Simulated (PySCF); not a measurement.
Mo(Bz)(CO)3, C9H6MoO3, singlet, GFN2-xTB optimised geometry.

```
19

Mo    -0.15    -0.79     0.00
C      2.20    -0.79     0.00
C      1.77     0.40    -0.66
C      0.93     1.30     0.00
C      0.51     1.03     1.33
C      0.93    -0.13     1.98
C      1.79    -1.05     1.31
H      2.91    -1.44    -0.49
H      2.16     0.63    -1.64
H      0.67     2.24    -0.47
H     -0.07     1.78     1.86
H      0.68    -0.30     3.02
H      2.18    -1.90     1.84
O     -1.69    -3.10     1.31
C     -1.14    -2.24     0.79
O     -0.41    -2.39    -2.61
C     -0.35    -1.80    -1.63
O     -2.91     0.36    -0.70
C     -1.90    -0.10    -0.45
```

Density from CAM-B3LYP/def2-SVP, def2 effective core potentials past Kr (PySCF) at that geometry. The core electrons that the potentials of Mo replace are not part of the density.

Minimum of the electron density along straight lines between bonded atoms, close to the bond critical point (lines longer than 1.1 times the sum of covalent radii, or with two minima, are not listed):

```csv
bond,length / Å,ρ at the minimum / e bohr⁻³,∇²ρ there / e bohr⁻⁵,position (fraction from the first atom)
Mo1–C2,2.347,0.058,0.21,0.52
Mo1–C3,2.349,0.058,0.21,0.52
C2–C3,1.418,0.296,-0.72,0.50
Mo1–C4,2.347,0.058,0.21,0.52
C3–C4,1.394,0.308,-0.77,0.50
Mo1–C5,2.349,0.058,0.21,0.52
C4–C5,1.418,0.296,-0.72,0.50
Mo1–C6,2.347,0.058,0.21,0.52
C5–C6,1.394,0.308,-0.77,0.50
Mo1–C7,2.348,0.058,0.21,0.52
C2–C7,1.394,0.308,-0.77,0.50
C6–C7,1.418,0.296,-0.72,0.50
C2–H8,1.086,0.282,-1.10,0.64
C3–H9,1.086,0.282,-1.10,0.64
C4–H10,1.086,0.282,-1.10,0.64
C5–H11,1.086,0.282,-1.10,0.64
C6–H12,1.086,0.282,-1.10,0.64
C7–H13,1.086,0.282,-1.10,0.64
O14–C15,1.143,0.469,1.08,0.67
O16–C17,1.143,0.469,1.08,0.67
O18–C19,1.143,0.469,1.08,0.67
```
